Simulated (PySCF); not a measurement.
Species: C₁₁H₁₀.
Bonds: C1–C2 (triple), C2–C3, C3–C4 (aromatic), C4–C5, C4–C6 (aromatic), C6–C7 (aromatic), C7–C8 (aromatic), C8–C9 (aromatic), C9–C10, C10–C11, C3–C9 (aromatic), C8–C11. Hydrogens: H12 on C1; H13, H14, H15 on C5; H16 on C6; H17 on C7; H18, H19 on C10; H20, H21 on C11.

Definitions: NICS(0) = −σiso at the ring centroid; NICS(1) = −σiso and NICS(1)zz = −σzz at ±1 Å along the ring normal z. Level: GIAO PBE0/pcSseg-1 (PySCF, non-relativistic, gas phase) on the GFN2-xTB geometry, one conformer.

Rings: 1. C3–C4–C6–C7–C8–C9; 2. C8–C9–C10–C11.

```
set  NICS(0)  NICS(1), two faces  NICS(1)zz, two faces
  P     -8.7       -10.8 / -10.8         -25.5 / -25.5
  Q      3.2         -1.4 / -1.4             2.8 / 2.8
```

Task: Which set (ppm) belongs to which ring?

Result: P = 1, Q = 2.
- 1 (6-membered carbocycle; formal bonds all aromatic): mean NICS(1)zz -25.5 ppm, shielded, aromatic by this magnetic criterion (flat ring, no four-coordinate atom), though in fused rings the probe also feels the neighbouring ring.
- 2 (4-membered carbocycle; formal bonds 1 aromatic, 3 single): mean NICS(1)zz 2.8 ppm, near zero. C10, C11 have four or more neighbours, so the value isn't read as a sign of a π ring current.

Task: How do the rings differ in shape?

Result: 
```tsv
ring	bond lengths (Å)	rms pucker (Å)	HOMA	nearest outside atom to a NICS(1) probe (Å)
1	1.413, 1.387, 1.397, 1.372, 1.392, 1.380	0.00	0.95	hydrogen 2.64
2	1.392, 1.505, 1.556, 1.508	0.00	–	hydrogen 1.72
```

HOMA = 1 − mean of α(R − Ropt)² over the ring bonds, with Krygowski's 1993 parameters (CC: Ropt 1.388 Å, α 257.7 Å⁻²). A dash marks a ring with a four-coordinate atom, a triple bond, no multiple bond or a kind of bond without parameters.
